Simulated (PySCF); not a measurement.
**Potential energy of TlS along the bond**

Set-up: Tl aug-cc-pVDZ-PP with ECP60, S aug-cc-pV(D+d)Z; scalar-relativistic core potentials (PySCF 2.14). Energies in eV from Tl + S in their ground configurations at the same level. All curves are PBE0. state 1: ²Π (doublet), unpaired electrons π ↑; state 2: ²Σ⁺ (doublet), unpaired electrons σ ↑, a second solution, started from another occupation; state 3: quartet, unpaired electrons σ ↑, π ↑↑, a mixture of terms (⟨Lz²⟩ = 2.0), a second solution, started from another occupation.

```tsv
R (Å)	state 1	state 2	state 3
2.263	-2.318	-2.687	0.6592
2.368	-2.717	-2.792	0.3285
2.473	-2.932	-2.782	0.1348
2.552	-3.007	-2.727	0.0477
2.631	-3.025	-2.645	-0.0064
2.710	-3.001	-2.544	-0.0386
2.815	-2.921	-2.392	-0.0599
2.947	-2.770	-2.187	-0.0672
3.105	-2.546	-1.934	-0.0632
3.315	-2.220	-1.609	-0.0510
```

Put a parabola through the three lowest points of the state 1 curve and estimate Re, k and ωe (reduced mass 27.66 u; 1 eV/Å² = 0.16022 mdyn/Å; ωe = 1302.8·√(k/μ) cm⁻¹).

Through R = 2.552, 2.631, 2.71 Å the second-order coefficient is 3.36 eV/Å², so Re ≈ 2.625 Å, k ≈ 1.08 mdyn/Å and ωe ≈ 257 cm⁻¹. A polynomial fit of higher order to the unrounded PBE0 energies gives Re = 2.623 Å, k = 1.12 mdyn/Å, ωe = 262 cm⁻¹; anharmonicity and rounding make the difference.

The higher-order fit for each curve: state 1: Re = 2.623 Å, ωe = 262 cm⁻¹, De = 3.03 eV; state 2: Re = 2.407 Å, ωe = 289 cm⁻¹, minimum 2.80 eV below the ground-state fragments; state 3: Re = 2.958 Å, ωe = 71.3 cm⁻¹, minimum 0.067 eV below the ground-state fragments.

Spin–orbit coupling is left out, which matters for elements this heavy, above all for dissociation energies. Counting both spins, an empty level lies below a filled one in some of these solutions, because spin and occupation are held. The state is the lowest determinant that a PBE0 search found; another state may lie lower at other levels.
